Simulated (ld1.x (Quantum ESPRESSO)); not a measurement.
## Building the PAW potential for aluminium (PW91, scalar-relativistic).

```json
{"Element": "Al (Z = 13)", "Generator": "ld1.x (Quantum ESPRESSO) 7.5", "Type": "PAW", "Functional": "PW91", "Relativity": "scalar-relativistic", "Frozen core": "[Ne]", "Valence charge": "3", "Reference configuration": "3s2 3p1", "Partial waves": "3s (bound): rcut 1.80, rcutus 2.00 bohr; 3s channel at 0.2 Ry: rcut 1.80, rcutus 2.00 bohr; 3p (bound): rcut 2.75, rcutus 3.05 bohr; 3p channel at 1.1 Ry: rcut 2.75, rcutus 3.05 bohr", "Local potential": "all-electron potential smoothed inside 2.15 bohr (lloc = -1)", "Core correction": "Bessel-smoothed model core inside 1.85 bohr", "Augmentation charge": "PSQ, inside the norm-conserving radii"}
```

All-electron outer shells of the reference configuration (PW91, scalar-relativistic, ld1.x):

| shell | level (eV) | outermost node (bohr) | outermost maximum (bohr) |
| --- | --- | --- | --- |
| 2s | -108.23 | 0.16 | 0.50 |
| 2p | -69.80 | – | 0.43 |
| 3s | -7.79 | 0.80 | 2.09 |
| 3p | -2.74 | 0.82 | 2.64 |

Results:

```
Largest excitation error                  : -35 meV (all-electron minus pseudo) for 3s0 3p3, out of 7 test configurations
Lowest eigenvalue of the overlap operator : -2.74 (p channel); it is negative, so in a basis up to 400 Ry S is not positive definite and the file is unfit for use
Density cutoff estimated by the generator : 60 Ry
```

The ghost test of this file was not conclusive. Its overlap operator is not positive definite in a basis up to 400 Ry (lowest eigenvalue p -2.74), so the file is unfit for use: the generalised eigenproblem breaks down once the basis is large enough, and its test numbers describe a broken file.

Generation and tests took about 3 s on one core of a shared server CPU.
